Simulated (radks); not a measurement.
The numbers below are computed, except where a source is named.
Pt21+, 57 electrons, occupied as [Kr] 4d10 4f11 (the NIST ground configuration). Code: a radial shooting solver on a logarithmic mesh with Libxc functionals. Model: Dirac Kohn-Sham, Slater X-alpha with alpha = 1.045, spin-unpolarised, spherical densities, point nucleus; open shells fill j = l - 1/2 first. Some entries of the table are withheld. Estimate them.

orbital,occ.,eigenvalue (eV),<r^2> (bohr^2)
1s1/2,2,-79293.24,0.0004046
2s1/2,2,-14460.99,0.006101
2p1/2,2,-13909.66,0.004315
2p3/2,4,-12157.79,0.005499
3s1/2,2,(1),0.03945
3p1/2,2,-3597.459,0.03592
3p3/2,4,-3209.509,0.04227
3d3/2,4,(2),0.03235
3d5/2,6,(3),0.03408
4s1/2,2,-1260.723,0.1857
4p1/2,2,-1151.935,0.1878
4p3/2,4,-1054.763,0.2164
4d3/2,4,-874.3890,0.2211
4d5/2,6,-855.4465,0.2303
4f5/2,6,(4),0.2307
4f7/2,5,(5),0.2349

Answer. 
(1) 3s1/2 eigenvalue (eV): -3848.967
(2) 3d3/2 eigenvalue (eV): -2786.746
(3) 3d5/2 eigenvalue (eV): -2702.456
(4) 4f5/2 eigenvalue (eV): -621.9942
(5) 4f7/2 eigenvalue (eV): -617.4955
